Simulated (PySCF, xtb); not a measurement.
Cl₄Se, SMILES Cl[Se+](Cl)(Cl)Cl, charge +1, multiplicity 2.

Harmonic wavenumbers (cm⁻¹) from GFN2-xTB (xtb) at its own minimum, in rising order: 81, 84, 133, 160, 161, 180, 265, 354, 373.

Question: What does PBE-D3(BJ)/def2-SVP in PySCF 2.14.0 give at its own minimum? (An estimate is asked for; the answer gives what the named calculation found.)

Answer: 61, 61, 61, 88, 88, 331, 347, 347, 347. Paired by order, the mean absolute difference is 59 cm⁻¹ and the zero-point energies are 2.6 and 2.5 kcal/mol.
